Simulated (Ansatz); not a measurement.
FGaH2OSi2: where a starting geometry ends

The starting geometry of this gas-phase singlet was optimised with GFN2-xTB.

```yaml
atoms:
  - { symbol: F, position_ang: [-1.9974, 1.1490, 0.0414] }
  - { symbol: Ga, position_ang: [-1.6517, -1.4591, -0.0126] }
  - { symbol: O, position_ang: [-0.1913, -0.1200, -0.9730] }
  - { symbol: Si, position_ang: [0.7797, -0.7130, 0.6048] }
  - { symbol: Si, position_ang: [-0.6339, 1.3949, -1.0140] }
  - { symbol: H, position_ang: [0.9645, 0.6518, 1.2126] }
  - { symbol: H, position_ang: [2.0637, -0.6920, -0.1545] }
```

Task: Predict what it relaxes into with r2SCAN-D4/def2-SVP.

Result: A new bond forms, giving a structure given below by its coordinates. Distances that change by over a tenth: O3–Si5 (1.58 → 1.75 Å), Si4–Si5 (3.01 → 2.63 Å). Contacts that close: Ga2–O3 (2.20 → 2.11 Å).

The energy falls by 0.43 eV over 20 steps:

```tsv
step	E − E(last) (eV)
1	0.434
3	0.136
5	0.076
7	0.048
9	0.030
12	0.016
14	0.005
16	0.000
18	0.000
20	0.000
```

Final geometry (Å):

```yaml
atoms:
  - { symbol: F, position_ang: [-1.8235, 1.1300, 0.1866] }
  - { symbol: Ga, position_ang: [-1.7303, -1.4886, -0.0360] }
  - { symbol: O, position_ang: [-0.2331, -0.3557, -1.0080] }
  - { symbol: Si, position_ang: [0.7521, -0.6775, 0.5003] }
  - { symbol: Si, position_ang: [-0.4045, 1.3568, -0.7084] }
  - { symbol: H, position_ang: [0.6179, 0.8770, 0.8349] }
  - { symbol: H, position_ang: [2.1550, -0.6304, -0.0646] }
```

Frequencies at the end are all real (lowest 43 cm⁻¹). Run with Ansatz 0.2.0, 30 s on 2 threads of Intel(R) Xeon(R) 6975P-C (Granite Rapids), on a shared host.
